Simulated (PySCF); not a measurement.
**Choosing a basis for TDDFT**

Compound: C₂H₄ClNSi.
Geometry (PBE0-D3(BJ)/def2-SVP, Å), atoms numbered from 1 in this order:
```
atom  x, y, z in Å
N1     1.6842    1.9776   -0.6968
C2     0.9755    1.1407   -0.3210
Si3   -0.1813   -0.1942    0.2524
C4    -1.9161    0.5384    0.3149
Cl5   -1.9552    1.8627    1.5128
H6    -0.1089   -1.3012   -0.7426
H7     0.2610   -0.6427    1.5971
H8    -2.2168    0.9438   -0.6620
H9    -2.6539   -0.2221    0.6116
```

TDDFT with PBE0 (PySCF), vertical singlets, core orbitals frozen in the response, spherical d and f functions. Geometry: PBE0-D3(BJ)/def2-SVP, one conformer, isolated molecule.

Question: Compare 6-31G*, def2-SVP, 6-31+G*, def2-SVPD, aug-cc-pVDZ, def2-TZVP and def2-TZVPD for this molecule.

Answer: 

```csv
basis,functions,diffuse,S1 (eV),S2 (eV),S3 (eV),S4 (eV),S5 (eV),LUMO (eV),α (au)
6-31G*,86,no,6.67,6.92,7.00,7.12,7.33,-0.63,52.8
def2-SVP,98,no,6.68,6.88,6.96,7.08,7.26,-0.64,54.4
6-31+G*,106,yes,6.46,6.77,6.83,6.97,7.14,-1.02,60.4
def2-SVPD,143,yes,6.56,6.81,6.88,6.97,7.08,-0.94,67.3
aug-cc-pVDZ,159,yes,6.45,6.78,6.80,6.94,7.06,-1.01,68.2
def2-TZVP,191,no,6.49,6.76,6.82,6.93,7.05,-0.93,63.0
def2-TZVPD,236,yes,6.38,6.70,6.72,6.87,6.97,-1.05,68.6
```

States are compared by their number. Against the largest diffuse basis here (def2-TZVPD, itself not a converged limit), sets without diffuse functions differ by up to 0.30 eV in S1 and 0.36 eV in S5; the smaller diffuse sets differ by up to 0.18 and 0.17 eV. State by state, the largest deviation of a set without diffuse functions is S1 0.30, S2 0.22, S3 0.27, S4 0.24, S5 0.36 eV. The same number needn't mean the same state in each row. Against def2-TZVPD the polarisability deviates by -23% in 6-31G*, -21% in def2-SVP, -12% in 6-31+G*, -2% in def2-SVPD, -1% in aug-cc-pVDZ, -8% in def2-TZVP. A single + in a Pople set puts diffuse functions on heavy atoms only.
